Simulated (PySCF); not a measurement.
**Relaxation of triplet NiI2**

All numbers come from UPBE0 in PySCF with Ni def2-SVP, I def2-SVP with ECP28; scalar-relativistic core potentials, no spin–orbit coupling; density-fitted integrals. A (50,194) grid was used.

A hand-made bent start, of C2v symmetry, held to at least that symmetry:

Coordinates in bohr (charge 0 multiplicity 3):
```
Ni    0.0000    0.0000   -2.1444
I     3.7615    0.0000    0.4895
I    -3.7615    0.0000    0.4895
```

Optimiser trace:
```json
{"step": "0", "E − E(last) (kJ/mol)": "51.31", "largest gradient (Eh/bohr)": "0.01285"}
{"step": "1", "E − E(last) (kJ/mol)": "43.07", "largest gradient (Eh/bohr)": "0.01008"}
{"step": "2", "E − E(last) (kJ/mol)": "23.29", "largest gradient (Eh/bohr)": "0.00905"}
{"step": "3", "E − E(last) (kJ/mol)": "12.58", "largest gradient (Eh/bohr)": "0.01158"}
{"step": "4", "E − E(last) (kJ/mol)": "9.38", "largest gradient (Eh/bohr)": "0.01251"}
{"step": "5", "E − E(last) (kJ/mol)": "4.57", "largest gradient (Eh/bohr)": "0.00641"}
{"step": "6", "E − E(last) (kJ/mol)": "1.41", "largest gradient (Eh/bohr)": "0.00218"}
{"step": "7", "E − E(last) (kJ/mol)": "0.19", "largest gradient (Eh/bohr)": "0.00221"}
{"step": "8", "E − E(last) (kJ/mol)": "0.01", "largest gradient (Eh/bohr)": "0.00064"}
{"step": "9", "E − E(last) (kJ/mol)": "0.00", "largest gradient (Eh/bohr)": "0.00014"}
{"step": "10", "E − E(last) (kJ/mol)": "0.00", "largest gradient (Eh/bohr)": "0.00002"}
```

It ends at D∞h with Ni–I 2.411 Å (×2); I–Ni–I 180.0° (after a last refinement on a finer grid). A frequency run shows a minimum. Other isomers or separated fragments may lie lower.

With open d or f shells other occupations or spin states may lie lower. Spin–orbit coupling, left out here, can matter for elements this heavy.

The relaxation took about 4 core-minutes on a shared host.
